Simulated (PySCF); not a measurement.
Gas-phase reaction: SnCl₂ + 3 SnF₄ = 4 SnF₃ + Cl₂. Level: PBE0/def2-TZVP; standard pressure 1 bar.

Energies from PySCF, thermal terms from the rigid-rotor harmonic-oscillator model, ideal gas at 1 bar. Open shells (unrestricted): SnF₃ (multiplicity 2); the rest are closed-shell singlets. Sn: scalar-relativistic def2 core potential, no spin-orbit coupling. SnF₃: computed as isolated molecules; such fragments, hydroxides, amides, oligomers or adducts are transient or little studied in the gas. The harmonic model lacks anharmonicity and excited electronic states, which grow with temperature; levels with a mode under 35 cm⁻¹ are left out. Soft modes under 120 cm⁻¹ make the harmonic entropy rough for SnCl₂.

```csv
T (K),1000/T (1/K),log10 K
600,1.6667,-39.34
800,1.2500,-26.89
1000,1.0000,-19.44
1200,0.8333,-14.49
1400,0.7143,?
1600,0.6250,-8.35
```

Question: Fit log10 K = a + b·(1000/T) to the five rows, get the mean ΔH° and ΔS°, and predict log10 K at 1400 K.

Answer: Means: 1000/T = 1.0750, log10 K = -21.702. Sums of products about the means: Sxy = -19.26550, Sxx = 0.647278, so b = Sxy/Sxx = -29.76 and a = -21.702 − (-29.76)×1.0750 = 10.29.
ΔH° = −R ln 10 × 1000 K × b = −19.145 × (-29.76) = 570 kJ; ΔS° = R ln 10 × a = 197 J/K. The run's own values go from 573 kJ and 202 J/K at 600 K to 562 kJ and 192 J/K at 1600 K.
Prediction at 1400 K: 10.29 + (-29.76)×0.7143 = -10.97. The computed value is -10.98, 0.01 from the line.
For scale, ΔH°(298 K) is 576 kJ at this level, 601 kJ at ωB97M-V/def2-TZVP†, and runs from 498 to 672 kJ over the 17 levels computed († marks an energy on the PBE0/def2-TZVP geometry).
